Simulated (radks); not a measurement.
Results of a calculation; reference values are marked as such.
All-electron atom: Co III in [Ar] 3d7. Code: a radial shooting solver on a logarithmic mesh with Libxc functionals. Model: scalar-relativistic Kohn-Sham, BLYP, spin-polarised, spherical densities, point nucleus; open shells are filled with parallel spins first. Some entries of the table are withheld. Estimate them.

orbital  occ.  eigenvalue (hartree)  <1/r> (bohr^-1)  <r> (bohr)
1s down     1             -279.8301            27.03     0.05619
1s up       1             -279.8300            27.03     0.05619
2s up       1             -33.75091            5.810      0.2556
2s down     1             -33.69470            5.816      0.2554
2p up       3             -29.01115            5.704      0.2251
2p down     3             -28.96849            5.710      0.2248
3s up       1                   (1)            1.835      0.7734
3s down     1                   (2)            1.828      0.7758
3p up       3              -3.15898            1.691         (3)
3p down     3              -3.03904            1.682         (4)
3d up       5              -1.03924            1.322       1.010
3d down     2              -0.93159            1.290       1.049

Answer. 
(1) 3s up eigenvalue (hartree): -4.50766
(2) 3s down eigenvalue (hartree): -4.38452
(3) 3p up <r> (bohr): 0.8147
(4) 3p down <r> (bohr): 0.8190
